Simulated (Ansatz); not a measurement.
## C2H8O3Si: structure from calculated spectroscopic constants

These gas-phase data were calculated for one isomer of C2H8O3Si at B3LYP-D3(BJ)/def2-SVP (harmonic, unscaled wavenumbers; equilibrium rotational constants with average atomic masses):

- rotational constants: 3.419, 2.21, 2.106 GHz
- all wavenumbers above 1500 cm⁻¹: 3876, 3871, 3134, 3129, 3098, 3055, 3040, 2988

Candidates:

(1) `CC[Si](O)(O)O`, a singlet
(2) `CO[Si](C)(O)O`, a singlet

Q: Assign the data to one candidate and say why.

A: Candidate (2). 2 modes lie between 3300 and 4000 cm⁻¹, one for each O–H bond, while (1) has 3.

The same quantities for all candidates:

```tsv
	rotational constants (GHz)	wavenumbers above 1500 cm⁻¹	E above the lowest, B3LYP-D3(BJ)/def2-SVP (kcal/mol)
(1)	3.61, 2.093, 1.993	3882, 3878, 3870, 3109, 3106, 3074, 3031, 3027	0.0
(2)	3.419, 2.21, 2.106	3876, 3871, 3134, 3129, 3098, 3055, 3040, 2988	7.2
```

Each candidate is one conformer. Programs: Ansatz 0.2.0.
